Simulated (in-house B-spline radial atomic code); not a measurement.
Values are calculated unless marked as measured or tabulated.
# Two electrons in Ge: a spherical dot of radius 87.2 nm with hard walls

For Ge the NSM archive of the Ioffe Institute lists m_l = 1.6 m0, m_t = 0.08 m0 and ε = 16.2; the model takes one isotropic valley with the conductivity mass 3/(1/m_l + 2/m_t) = 0.117 m0, and so misses anisotropy and the other valleys. All triplets below are those of one valley; with several valleys two electrons can form a triplet in the 1s orbital itself, at an energy set by the valley splitting.

Effective-mass model with parabolic bands, a uniform dielectric constant, no image charges, no central-cell or spin-orbit terms. Two-electron levels come from full CI in B-splines with partial waves to l = 5 (up to 0.001 effective hartree above the limit).

What are the effective units, and what is the potential in them?

Ha* = 27211.386 meV × 0.117/16.2² = 12.13 meV and a* = 0.0529177 nm × 16.2/0.117 = 7.327 nm. The radius is R = 11.9 a*. The one-electron levels are π²/2R² = 0.0348 and 4.4934²/2R² = 0.0713 Ha*.

In these units the lowest s and p orbitals lie at 0.034848 and 0.071290, and their Coulomb and exchange integrals are J_ss = 0.150090, J_sp = 0.136107 and K_sp = 0.03022. (For an empty sphere J_ss = 1.786/R.) Full CI gives 0.183555 for the ground singlet, 0.201712 for the sp triplet, 0.231253 for the sp singlet and 0.288378 for the lowest triplet of two s orbitals.

What does it cost to add the second electron, to first order and exactly?

To first order E = 2ε_s + J_ss = 0.219786, so the charging energy E(2) − 2E(1) is J_ss = 1.821 meV. CI gives 0.183555 − 2 × (0.034848) = 0.113860, or 1.381 meV: relaxation and correlation lower it by 0.4395 meV, 24.1 % of J_ss. The s² configuration of one-electron orbitals holds 76.8 % of the state, and the mean radius is 49.7 nm.

How far above the singlet do the triplets lie?

To first order the sp triplet lies at ε_s + ε_p + J_sp − K_sp = 0.212022, which is 0.09419 meV below 2ε_s + J_ss, so first order fails: the exact ground state of two electrons is a singlet. CI gives 0.201712 − (0.183555) = 0.018157, or 0.2203 meV, 50 % of the orbital spacing of 0.4421 meV. The ss triplet lies 1.272 meV up, so the lower of the two is the sp one, and its gap equals k_BT at 2.56 K. The sp singlet-triplet splitting is 0.3584 meV, against 2K_sp = 0.7333 meV.
